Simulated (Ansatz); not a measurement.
`C=CS` and `C=C(S)C[SeH]` differ in one atom or group.

Ansatz, PBE0-D4/def2-TZVP geometries, multiplicity 1. Each molecule was computed in one conformer, which needn't be the lowest.

Scalar relativity is left out up to krypton.

| property | `C=CS` |
| --- | --- |
| HOMO energy (B3LYP/def2-TZVPP) / eV | -6.30 |
| HOMO energy (PBE/def2-TZVPP) / eV | -5.44 |
| HOMO energy (PBE0/def2-TZVPP) / eV | -6.52 |
| LUMO energy (ωB97M-V/def2-TZVPP) / eV | 2.12 |
| size of the dipole moment (PBE/def2-TZVPP) / D | 1.11 |
| LUMO energy (PBE0/def2-TZVPP) / eV | 0.04 |

Problem. What does the change do to each property? (Estimate.)

Solution. The calculation gave: 
| property | `C=C(S)C[SeH]` | shift |
| --- | --- | --- |
| HOMO energy (B3LYP/def2-TZVPP) / eV | -6.40 | -0.10 |
| HOMO energy (PBE/def2-TZVPP) / eV | -5.51 | -0.07 |
| HOMO energy (PBE0/def2-TZVPP) / eV | -6.62 | -0.10 |
| LUMO energy (ωB97M-V/def2-TZVPP) / eV | 1.44 | -0.68 |
| size of the dipole moment (PBE/def2-TZVPP) / D | 1.47 | 0.36 |
| LUMO energy (PBE0/def2-TZVPP) / eV | -0.60 | -0.64 |

With PBE0 the HOMO falls by 0.10 eV and the LUMO falls by 0.64 eV, so the gap narrows by about 0.54 eV. PBE moves the HOMO by -0.07 eV and ωB97M-V by -0.12 eV. Dipoles are sizes alone; their direction can turn.

B3LYP here is the variant with VWN-RPA as its local correlation; programs differ in this.

Spin–orbit coupling is left out; it splits and shifts lone-pair levels of the heavy atoms by tenths of an eV.
